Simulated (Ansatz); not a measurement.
The cluster Zn10O10, relaxed as a singlet with RKS r2SCAN-D4/def2-SVP in Ansatz, starting from the GFN1-xTB geometry. Force threshold 0.03 eV/Å.

Single mean-field runs in def2-SVP are fitted with def2-universal-jkfit. The structure holds one bond between oxygen atoms, so isomers without such links may lie far lower. The restricted singlet is unstable towards broken spin symmetry in Hartree–Fock (as tested in another run); at r2SCAN-D4/def2-SVP this wasn't settled. Another isomer (singlet) lies 1.91 eV lower at PBE0-D4/def2-TZVP; other spin states weren't run for this one.

Start:

Cartesian coordinates in Å:
```
Zn 1.8565 -3.1303 -0.3487
Zn -2.6908 3.4999 -0.8440
Zn 2.4931 -0.5427 0.1216
Zn -2.4411 2.0128 1.0153
Zn -0.0306 0.6208 3.2067
Zn 1.6796 -1.1986 2.4699
Zn 0.7841 0.6070 -1.9806
Zn 0.6140 -1.9530 -2.4072
Zn -1.7423 0.5127 -1.8962
Zn 0.2429 1.5421 0.7207
O -0.9771 1.8183 2.1770
O 1.6927 0.5825 1.3566
O -0.3554 1.7603 -1.0211
O -3.3537 0.7025 0.0373
O -3.4330 1.0268 -1.3394
O 2.4700 -2.2359 1.1020
O 0.6472 -0.8578 3.8899
O -0.5783 -0.5802 -2.8066
O 2.1404 -0.5919 -1.6640
O 0.9817 -3.5955 -1.7890
```

Task: Estimate the energy that the relaxation releases and the steps that it takes.

Result: 25.4 kcal/mol, in 15 steps; 83 s on 2 threads of AMD EPYC 7R13 on a shared host and a share (18 GiB) of an NVIDIA H100 80GB HBM3. No frequencies were taken in this run, so the end may be a saddle point.

Task: Does the start keep its bonding and symmetry?

Result: Bonds formed: Zn2–O13, Zn2–O15, Zn9–O14 (atoms count from 1).

Task: Predict the relaxed structure.

Result: 
```xyz
20

Zn    1.9956   -3.1373   -0.1472
Zn   -2.0854    3.0240   -0.8898
Zn    2.4010   -0.4197   -0.0946
Zn   -2.5702    2.3475    1.2926
Zn   -0.2687    0.3638    3.1549
Zn    1.6838   -1.2532    2.3809
Zn    0.6927    0.7307   -2.1617
Zn    0.6374   -1.9652   -2.2057
Zn   -1.8803    0.2113   -1.6271
Zn   -0.0101    1.5840    0.6773
O    -1.0918    1.7213    2.2865
O     1.3900    0.4515    1.2336
O    -0.4133    1.9091   -1.1779
O    -2.9602    0.8141   -0.0538
O    -3.3226    1.4837   -1.4013
O     2.7748   -2.0163    1.0430
O     0.5718   -1.0635    3.7962
O    -0.6411   -0.6594   -2.6584
O     2.0812   -0.5054   -1.9224
O     1.0154   -3.6209   -1.5252
```
Bond lengths (bridged metal pairs left out): 26 × O–Zn 1.76 to 2.08 Å; 1 × Zn–Zn 2.34 Å; 1 × O–O 1.55 Å.
